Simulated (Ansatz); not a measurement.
`[O]=[Mo](=[O])([Cl])[Cl]` + H₂O → `[O]=[Mo](=[O])([OH])[Cl]` + HCl at 500 K and 1 bar (formal hydrolysis of a Mo–Cl bond).

Isolated molecules relaxed with PBE0-D4/def2-TZVP in Ansatz; ΔE leaves out vibrations. CCSD(T)/CBS adds triple-zeta CCSD(T) − MP2 to the extrapolated MP2 energy (def2 sets, frozen cores). This one scheme is used for every species. Elements past krypton have def2 core potentials. For Mo outer-core shells are correlated without core-valence functions, which leaves a few kJ/mol of doubt a bond. One conformer a species, not always the lowest.

| species | CCSD(T)/CBS energy (Eh) | H − E (kJ/mol) | S (J/(mol·K)) |
| --- | --- | --- | --- |
| `[O]=[Mo](=[O])([Cl])[Cl]` | -1138.21762 | 61.7 | 384.9 |
| H₂O | -76.37941 | 73.2 | 206.3 |
| `[O]=[Mo](=[O])([OH])[Cl]` | -754.20258 | 95.6 | 391.6 |
| HCl | -460.38127 | 32.5 | 201.9 |

H − E and S are ideal-gas, rigid-rotor, harmonic terms from PBE0-D4/def2-TZVP, for one conformer and one mirror image of each species. 1 Eh = 2625.50 kJ/mol, R = 8.31446 J/(mol·K).

By hand: ΔE, ΔH, ΔS and ΔG.

ΔE = (-754.20258) + (-460.38127) − (-1138.21762) − (-76.37941) = 0.01318 Eh = 34.6 kJ/mol. Δ(H − E) = 95.6 + 32.5 − 61.7 − 73.2 = -6.8, so ΔH = 27.8 kJ/mol. ΔS = 391.6 + 201.9 − 384.9 − 206.3 = 2.3 J/(mol·K). ΔG = 27.8 − 500 × (2.3)/1000 = 26.7 kJ/mol.

By hand: the equilibrium constant, and the temperature at which ΔG would vanish if ΔH and ΔS stayed fixed.

log₁₀ K = −ΔG/(RT ln 10) = -2.8. ΔG = 0 at ΔH/ΔS = 12087 K, far beyond where these terms or the molecules hold.

The number of gas molecules stays the same, so ΔS is small and ΔH decides. A doubt of 5 kJ/mol in ΔE shifts log₁₀ K by 0.5 here. Other conformers and mirror images would add mixing entropy, several J/(mol·K) or more a flexible species. These are equilibria of isolated gas molecules and say nothing of rates. Largest T1 diagnostic: 0.024 (customary marks: 0.02 for closed shells, 0.045 for open ones).
